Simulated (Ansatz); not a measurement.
Cartesian coordinates in Å:
```
B -0.6928 -1.3634 -0.5569
N -0.6901 -0.5148 0.5746
B -0.0064 0.7253 0.7083
C 0.9678 1.2456 -0.3889
S 2.5306 1.0979 -0.0067
H -1.3279 -2.3757 -0.5328
H -0.0628 -1.0403 -1.5195
H -1.2362 -0.8080 1.3724
H -0.1535 1.3722 1.7041
H 0.6711 1.6612 -1.3546
```

Total charge 0; spin multiplicity 1.

(1) List the r2SCAN/def2-TZVPP orbital energies in eV (Ansatz 0.2.0). (Estimate.)

## Answers

(1) Computed: Occupied: -2409.12, -385.87, -274.67, -213.53, -180.95, -180.68, -157.61, -157.56, -157.36, -23.35, -20.82, -15.45, -14.13, -13.57, -11.75, -10.73, -9.97, -9.14, -8.71, -8.36, -7.86, -5.52. Lowest empty: -3.38, -1.99, -0.16, 0.97, 1.39, 2.63, 2.72, 2.88.
